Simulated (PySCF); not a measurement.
A structure optimised at PBE-D3(BJ)/def2-SVP, used in a PySCF frequency run:

```
Te
F 1 1.8900
F 1 1.8900 2 96.55
F 1 1.8900 2 96.55 3 -97.40
```
Charge +1, spin multiplicity 1.

### Question
Write its SMILES, formula and point group.

### Answer
F[Te+](F)F, F3Te, C3v

### Question
What are its rotational constants (standard atomic weights)?

### Answer
4.5199, 4.5199, 3.3421 GHz
